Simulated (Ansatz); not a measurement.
## Telling isomers of CH2SSe apart by their spectra

These gas-phase data were calculated for one isomer of CH2SSe at B3LYP-D3(BJ)/def2-SVP (harmonic, unscaled wavenumbers; equilibrium rotational constants with average atomic masses):

* rotational constants: 15.85, 4.045, 3.295 GHz
* all wavenumbers above 1500 cm⁻¹: 3220, 3111

Candidates:

(1) `C1S[Se]1`, a singlet
(2) `S=C[SeH]`, a singlet
(3) `SC=[Se]`, a singlet

Task: Which structure fits?

Result: Candidate (1). No mode falls between 2500 and 2800 cm⁻¹, where the S–H stretch of (3) would stand. 2 modes lie between 2750 and 3290 cm⁻¹, one for each C–H bond, while (2) has 1.

The same quantities for all candidates:

```
     rotational constants (GHz)  wavenumbers above 1500 cm⁻¹  E above the lowest, B3LYP-D3(BJ)/def2-SVP (kcal/mol)
(1)         15.85, 4.045, 3.295                   3220, 3111                                                   1.5
(2)         45.34, 2.122, 2.027                   3089, 2405                                                   0.8
(3)         46.19, 2.125, 2.031                   3125, 2636                                                   0.0
```

Harmonic stretches to hydrogen usually lie a few per cent above observed fundamentals. Each candidate is one conformer. Programs: Ansatz 0.2.0.
